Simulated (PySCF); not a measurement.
Species: C2H7Ga.
Numbering: `[CH3:1][CH2:2][GaH2:3]` (hydrogens: H4, H5, H6 on C1; H7, H8 on C2; H9, H10 on Ga3)

Cartesian coordinates in Å at the PBE0-D3(BJ)/def2-SVP level; atoms count from 1:
```xyz
10
C2H7Ga angstrom
C     -1.1468    0.3996    0.5268
C     -0.2738   -0.4027   -0.4320
Ga     1.6763   -0.1372   -0.2659
H     -2.2221    0.2145    0.3658
H     -0.9315    0.1519    1.5785
H     -0.9830    1.4837    0.4198
H     -0.5338   -0.1832   -1.4842
H     -0.4592   -1.4874   -0.3265
H      2.6676   -0.9676   -1.1683
H      2.2566    0.9075    0.7646
```

Method: TDDFT CAM-B3LYP/def2-SVPD, vertical, gas phase, core orbitals frozen in the response (PySCF). Relativistic effects, spin–orbit coupling among them, are left out although an element past zinc is present.

Kohn–Sham orbitals with the atoms that hold most of them (Löwdin shares over 4%, at most four atoms; ? is withheld):

```json
{"orbital": "LUMO+2", "ε (eV)": "1.56", "atoms": "Ga3 40%, C2 16%, H10 13%, H9 11%"}
{"orbital": "LUMO+1", "ε (eV)": "0.89", "atoms": "Ga3 67%, C1 6%, C2 6%, H7 4%"}
{"orbital": "LUMO", "ε (eV)": "?", "atoms": "?"}
{"orbital": "HOMO", "ε (eV)": "-8.88", "atoms": "?"}
{"orbital": "HOMO-1", "ε (eV)": "-9.63", "atoms": "Ga3 41%, H9 26%, H10 26%"}
{"orbital": "HOMO-2", "ε (eV)": "-11.09", "atoms": "C1 27%, C2 27%, H5 11%, H6 11%"}
{"orbital": "HOMO-3", "ε (eV)": "-11.84", "atoms": "C1 35%, C2 29%, H6 8%, H5 7%"}
```

Which atoms hold the HOMO, and with what shares?

C2 (bonded to C, Ga and 2 H) 36%; Ga3 (bonded to C and 2 H) 24%; C1 (bonded to C and 3 H) 11%; H9 (bonded to Ga) 7%. By element: carbon 47%, gallium 24%, hydrogen 7% or more.

Which atoms hold the LUMO, and with what shares?

Ga3 (bonded to C and 2 H) 64%; C2 (bonded to C, Ga and 2 H) 10%; H10 (bonded to Ga) 10%; H9 (bonded to Ga) 10%. By element: gallium 64%, hydrogen 20% or more, carbon 10% or more.

What is the LUMO energy, and the HOMO–LUMO gap?

ε(LUMO) = -0.52 eV; the gap is 8.36 eV (0.3073 hartree).

The HOMO–LUMO gap is 8.36 eV. Where does the response calculation put the lowest singlet, and from which orbitals?

S1 is at 4.75 eV (f = 0.0021), 3.61 eV below the gap, made of HOMO→LUMO (98%). Without the coupling terms of the response equations the lowest excitation would equal the gap.

Give energy, strength and leading configuration of S1, S2, S3, S4 and S6, and follow the Löwdin shares of the leading atoms from the occupied to the empty orbital.

- S1 (4.75 eV, f 0.0021), HOMO→LUMO (98%): C2 36% → 10%, Ga3 24% → 64%
- S2 (5.32 eV, f 0.0000), HOMO-1→LUMO (99%): Ga3 41% → 64%, H9 26% → 10%, C2 at most 4% → 10%
- S3 (6.95 eV, f 0.023), HOMO→LUMO+1 (83%): C2 36% → 6%, Ga3 24% → 67%, C1 11% → 6%
- S4 (7.57 eV, f 0.0050), HOMO-2→LUMO (84%): C1 27% → at most 7%, C2 27% → 10%, Ga3 at most 11% → 64%
- S6 (7.89 eV, f 0.102), HOMO-1→LUMO+1 (88%): Ga3 41% → 67%, H9 26% → at most 5%, C1 at most 4% → 6%

Löwdin shares depend on the basis, the more so with diffuse functions.

Hardware: Arm Neoverse N1, one thread, on a shared host. Cost: 69 s wall, 0.64 GiB resident at most.

One conformer stands for the species.
